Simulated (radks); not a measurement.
The numbers below are computed, except where a source is named.
The nuclear charge of neutral fluorine is varied continuously with 9 electrons held in [He] 2s2 2p5. Code: a radial shooting solver on a logarithmic mesh with Libxc functionals. Model: Dirac Kohn-Sham, BLYP, spin-unpolarised, spherical densities, point nucleus; open shells are shared between the two j in proportion to 2j + 1. By the Hellmann-Feynman theorem dE/dZ = E(electron-nucleus)/Z, the electronic potential at the nucleus.

Z,E (hartree),E(electron-nucleus)/Z (hartree),HOMO,e(HOMO) (eV),<r> HOMO (bohr)
8.8,-94.60202,-25.7933,2p3/2,-7.791,1.170
9,-99.83696,-26.5559,2p3/2,-11.099,1.107
9.2,-105.22428,-27.3172,2p3/2,-14.725,1.053
9.4,-110.76377,-28.0775,2p3/2,-18.660,1.004
9.6,-116.45524,-28.8371,2p3/2,-22.896,0.9602
9.8,-122.29857,-29.5962,2p3/2,-27.429,0.9207
10,-128.29368,-30.3549,2p3/2,-32.254,0.8847

The central difference of E at Z = 9 is -26.556 hartree, to compare with the third column; the second derivative is -3.81 hartree.
